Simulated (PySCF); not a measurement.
C₅H₆N₂Si.
SMILES with atom numbers: `[N:1]#[C:2][c:3]1[cH:4][cH:5][cH:6][n:7]1[SiH3:8]` (hydrogens: H9 on C4; H10 on C5; H11 on C6; H12, H13, H14 on Si8)

Computed, not measured: TDDFT PBE0/def2-SVPD, vertical, gas phase, core orbitals frozen in the response (PySCF 2.14.0, density-fitted response routines). Geometry: GFN2-xTB; no solvent, vibrations or thermal averaging.

**Question.** Predict the UV-vis stick spectrum at this level.

**Answer.** 

| state | λ (nm) | E (eV) | f | \|μ\| (D) | symmetry | main configurations (H = HOMO, L = LUMO) |
| --- | --- | --- | --- | --- | --- | --- |
| S1 | 228.4 | 5.43 | 0.0003 | 0.11 | – | H→L+1 (88%) |
| S2 | 227.6 | 5.45 | 0.254 | 3.51 | A′ | H→L (90%) |
| S3 | 206.4 | 6.01 | 0.0016 | 0.26 | – | H→L+2 (71%), H→L+3 (13%), H→L+1 (10%) |
| S4 | 204.6 | 6.06 | 0.095 | 2.04 | A′ | H-1→L (77%), H→L+4 (14%) |
| S5 | 191.0 | 6.49 | 0.0001 | 0.04 | – | H-1→L+1 (97%) |
| S6 | 186.8 | 6.64 | 0.0023 | 0.30 | A″ | H→L+3 (47%), H→L+5 (23%), H→L+2 (22%) |

Triplets (Tamm–Dancoff): T1 3.61 eV, H→L (95%); T2 4.85 eV, H-1→L (92%).

The lowest singlet lies at 5.43 eV (228 nm, ultraviolet) and is dark (f under 0.0005); its leading configuration is HOMO→LUMO+1 (88%). The strongest level in the table is S2 at 5.45 eV (228 nm, f = 0.254). Löwdin shares by element: HOMO carbon 58% or more, nitrogen 13% or more (atoms not listed hold the other 28%); LUMO carbon 43% or more, nitrogen 16% or more (atoms not listed hold the other 41%). Of the 6 states listed, 2 reach f = 0.01 and 2 stay under 0.0005. Orbital energies (eV): HOMO-3 -10.25, HOMO-2 -9.78, HOMO-1 -7.92, HOMO -6.91, LUMO -0.94, LUMO+1 -0.28, LUMO+2 0.35. The listed states span 1.21 eV, and the widest gap between neighbours is 0.56 eV (S2 to S3). Symmetry labels in Cs follow from the direction of the transition dipole and are given only for states with f of 0.002 or more. Singlets were solved by full linear response, triplets in the Tamm–Dancoff approximation.

Time: 33 s; peak memory 0.81 GiB. Hardware: one thread, Intel Xeon Platinum 8375C at 2.90 GHz (x86_64), no GPU, shared host with 64 logical CPUs at a one-minute load of 24.
